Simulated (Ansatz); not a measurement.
SiMo3. The state is a singlet with charge 0. Geometry PBE0-D4/def2-SVP.

```tsv
atom	x (Å)	y (Å)	z (Å)
Mo1	0.063	-0.733	1.184
Mo2	0.310	-0.893	-1.025
Mo3	1.055	0.910	0.052
Si4	-1.428	0.716	-0.211
```

In the def2 sets Mo takes a core potential, while STO-3G treats all electrons; there is no spin–orbit coupling. LC-ωPBE has ω = 0.4 bohr⁻¹. The order of the spin states hangs on the level: the quintet lies 0.28 eV below the singlet at BHLYP-D4/def2-TZVP, but 1.78 eV above it at LDA (SPW92)/def2-TZVP. The quintet is doubtful at BHLYP-D4/def2-TZVP (⟨S²⟩ 7.06, where a pure state has 6.00). The structure comes from a short search, and lower isomers may exist.

Task: Estimate the orbital energies around the gap (eV) in Ansatz with HF/STO-3G, LDA (SPW92)/def2-TZVP, PBE0-D4/def2-TZVPD, BHLYP-D4/def2-TZVP, LC-ωPBE/def2-TZVP.

Result: 
```
orbital  HF/STO-3G  LDA (SPW92)/def2-TZVP  PBE0-D4/def2-TZVPD  BHLYP-D4/def2-TZVP  LC-ωPBE/def2-TZVP
 HOMO−5      -3.92                  -6.06               -6.64               -7.29              -8.75
 HOMO−4      -3.92                  -6.02               -6.64               -7.29              -8.75
 HOMO−3      -3.24                  -6.02               -6.39               -6.83              -8.11
 HOMO−2      -2.78                  -4.95               -5.35               -5.83              -7.10
 HOMO−1      -2.01                  -4.54               -5.02               -5.58              -6.95
   HOMO      -2.01                  -4.54               -5.02               -5.58              -6.95
   LUMO       6.86                  -3.47               -2.31               -1.49              -0.42
 LUMO+1       6.86                  -3.47               -2.31               -1.49              -0.42
 LUMO+2       7.91                  -2.95               -1.83               -0.96               0.23
 LUMO+3       7.91                  -2.95               -1.83               -0.96               0.23
 LUMO+4       8.33                  -2.63               -1.58               -0.58               0.50
 LUMO+5       8.52                  -2.63               -1.58               -0.58               0.63
```
